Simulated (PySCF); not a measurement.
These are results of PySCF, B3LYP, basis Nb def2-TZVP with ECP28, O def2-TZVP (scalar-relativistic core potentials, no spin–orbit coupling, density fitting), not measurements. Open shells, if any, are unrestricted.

Task: What shape and geometry does isolated doublet NbO₂ take (every ligand bound to Nb)?

Result: Formally Nb is in oxidation state +4, d1, with 1 unpaired electron. The Mulliken spin on Nb is 1.09. The polar-tensor charge on Nb, 1.59, is far below the formal one. The lowest minimum found is a doublet of C2v symmetry with Nb–O 1.713 Å (×2); O–Nb–O 105.2°. Its harmonic wavenumbers are 354 (a1), 959 (b2), 1011 (a1) cm⁻¹ and its dipole moment is 5.22 D.

Other isomers or separated fragments may lie lower. Other spin states or occupations of the open shell can lie lower.
